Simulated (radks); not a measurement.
Results of a calculation; reference values are marked as such.
Ionisation of Re, [Xe] 4f14 5d5 6s2, to Re+, [Xe] 4f14 5d5 6s1, under several functionals. Dirac Kohn-Sham, spin-unpolarised, spherical densities, finite nucleus; open shells are shared between the two j in proportion to 2j + 1; a radial shooting solver on a logarithmic mesh with Libxc functionals.

| functional | E(Re) (hartree) | Exc (hartree) | IE (eV) | -e(HOMO) (eV) | <r> HOMO (bohr) | IE error (eV) |
|---|---|---|---|---|---|---|
| PBE | -16714.9559 | -332.8660 | 9.251 | 5.031 | 1.972 | +1.418 |
| HCTH/407 | -16724.6989 | -342.9921 | 9.252 | 5.247 | 1.949 | +1.419 |
| PBEsol | -16710.0956 | -327.9589 | 9.295 | 5.062 | 1.970 | +1.462 |
| OLYP | -16720.9173 | -339.0518 | 8.907 | 4.899 | 1.953 | +1.074 |
| LDA (Slater exchange, VWN5 correlation) | -16705.3350 | -323.1615 | 9.508 | 5.234 | 1.969 | +1.675 |
| exchange-only PBE | -16710.4842 | -328.3310 | 8.523 | 4.160 | 1.998 | +0.690 |
| LDA (Slater exchange, Perdew-Zunger correlation) | -16705.3103 | -323.1364 | 9.517 | 5.234 | 1.970 | +1.683 |
| LDA (Slater exchange, Perdew-Wang correlation) | -16705.3037 | -323.1296 | 9.509 | 5.232 | 1.970 | +1.675 |
| Wu-Cohen GGA | -16713.7959 | -331.7004 | 9.312 | 5.059 | 1.971 | +1.478 |

NIST Atomic Spectra Database: 7.834 eV (measured). Closest: exchange-only PBE. The Delta-SCF values span 0.99 eV, the total energies 19.40 hartree. The highest occupied level is 5d5/2. Spin polarisation and multiplet splitting are left out, so open shells lie too high by an amount that depends on their filling. Sharing an open shell by 2j + 1 raises it above the true ground level by a part of the spin-orbit splitting, which enters the differences from NIST.

Beside tabulated values, note that spin-unpolarised runs miss the spin-polarisation part of the exchange energy of open shells.
